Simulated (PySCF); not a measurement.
**Electron correlation in W⁺ (tungsten, charge +1)**

[Xe] 4f14 5d4 6s1, high-spin 6D determinant. Computed with PySCF 2.14 in aug-cc-pwCVDZ-PP with ECP60MDF (6s6p5d3f, 70 functions), with scalar relativity through the core potential. Frozen: 5s2 5p6; 5 electrons correlated.

```tsv
level	correlation energy (mhartree)
CCSD	-54.06
(T)	-0.61
CCSD(T)	-54.67
```

Diagnostics: T1 = 0.0039, D1 = 0.0101, largest double amplitude 0.022.

Spin-orbit coupling, absent here, splits the open shell strongly.

Cost of the coupled-cluster step: of the order of 3 core-seconds, for 5 correlated electrons.

Iterations:

```
CC2 = 0
CCSD nocc = (np.int64(5), np.int64(0)), nmo = (66, 66)
frozen orbitals [[0, 1, 2, 3], [0, 1, 2, 3]]
max_cycle = 100
direct = 0
conv_tol = 1e-08
conv_tol_normt = 1e-06
diis_space = 8
diis_start_cycle = 0
Init t2, MP2 energy = -0.0465313627950875
Init E_corr(UCCSD) = -0.0465313627956286
cycle = 1  E_corr(UCCSD) = -0.052682940107764  dE = -0.00615157731  norm(t1,t2) = 0.0247462
cycle = 2  E_corr(UCCSD) = -0.0536854447989595  dE = -0.00100250469  norm(t1,t2) = 0.00803608
cycle = 3  E_corr(UCCSD) = -0.0540833007924553  dE = -0.000397855993  norm(t1,t2) = 0.00357575
cycle = 4  E_corr(UCCSD) = -0.0540536485716647  dE = 2.96522208e-05  norm(t1,t2) = 0.000573202
cycle = 5  E_corr(UCCSD) = -0.0540574034251704  dE = -3.75485351e-06  norm(t1,t2) = 0.000123063
cycle = 6  E_corr(UCCSD) = -0.0540573404641282  dE = 6.29610422e-08  norm(t1,t2) = 2.57418e-05
cycle = 7  E_corr(UCCSD) = -0.054057403064424  dE = -6.26002958e-08  norm(t1,t2) = 5.03635e-06
cycle = 8  E_corr(UCCSD) = -0.0540573616931851  dE = 4.13712389e-08  norm(t1,t2) = 8.22901e-07
cycle = 9  E_corr(UCCSD) = -0.0540573729933149  dE = -1.13001298e-08  norm(t1,t2) = 1.96653e-07
cycle = 10  E_corr(UCCSD) = -0.0540573711611079  dE = 1.83220693e-09  norm(t1,t2) = 6.34755e-08
UCCSD converged
E(UCCSD) = -66.51506715159753  E_corr = -0.05405737116110795
UCCSD(T) correction = -0.000610968958857435
```
